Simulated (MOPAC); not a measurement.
MOPAC input (PM7):

```
PM7 PRECISE GNORM=0.05 LET XYZ CHARGE=1 GEO-OK AUX(PRECISION=9) THREADS=1
IZn

Zn   -0.00000000 1   -0.00000000 1   -1.53611285 1
I     0.00000000 1    0.00000000 1    0.86949784 1
```

From the last part of the output:

```
                                                       MOPAC v23.2.5 Linux

          FINAL HEAT OF FORMATION =        197.96021 KCAL/MOL =     828.26553 KJ/MOL

          COSMO AREA              =         83.33 SQUARE ANGSTROMS
          COSMO VOLUME            =         66.15 CUBIC ANGSTROMS

          GRADIENT NORM           =          0.00017          =       0.00012 PER ATOM
          IONIZATION POTENTIAL    =         13.637643 EV
          HOMO LUMO ENERGIES (EV) =        -13.638 -6.241
          NO. OF FILLED LEVELS    =          4
          MOLECULAR WEIGHT        =        192.2845         POINT GROUP:  C*v

          MOLECULAR DIMENSIONS (Angstroms)

            Atom       Atom       Distance
            I     2   Zn     1     2.58320
            I     2   Zn     1     0.00000
           Zn     1    I     2     0.00000

          SCF CALCULATIONS        =          7

   ATOM   CHEMICAL          X               Y               Z
  NUMBER   SYMBOL      (ANGSTROMS)     (ANGSTROMS)     (ANGSTROMS)

     1      Zn          0.00000000  *   0.00000000  *  -1.62490684  *
     2       I          0.00000000  *  -0.00000000  *   0.95829183  *

                             CARTESIAN COORDINATES

   1   Zn        0.000000000     0.000000000    -1.624906837
   2    I        0.000000000    -0.000000000     0.958291827

           Empirical Formula: Zn I  =     2 atoms

      MOLECULAR POINT GROUP   :   C*v

                  EIGENVALUES
 -28.68923 -16.73347 -13.63764 -13.63764  -6.24121  -3.84044  -3.84044  -3.35629
 115.25893 115.27282 115.27282 115.78116 115.78116

              NET ATOMIC CHARGES AND DIPOLE CONTRIBUTIONS

  ATOM NO.   TYPE          CHARGE      No. of ELECS.   s-Pop       p-Pop       d-Pop
    1         Zn           0.768949        1.2311     1.14316     0.08789
    2          I           0.231051        6.7689     1.91519     4.85069     0.00307
 DIPOLE           X         Y         Z       TOTAL
 POINT-CHG.    -0.000     0.000    -5.322     5.322
 HYBRID         0.000    -0.000    -2.430     2.430
 SUM            0.000    -0.000    -7.752     7.752

          ATOMIC ORBITAL ELECTRON POPULATIONS

     Atom    s        px        py        pz      x^2-y^2     xz        z^2       yz        xy
    1 Zn   1.14316   0.00919   0.00919   0.06951
    2  I   1.91519   1.99059   1.99059   0.86951   0.00000   0.00022   0.00262   0.00022   0.00000

 **********************
 *                    *
 * JOB ENDED NORMALLY *
 *                    *
 **********************

 == MOPAC DONE ==
```

The dipole moment of an ion depends on the origin.
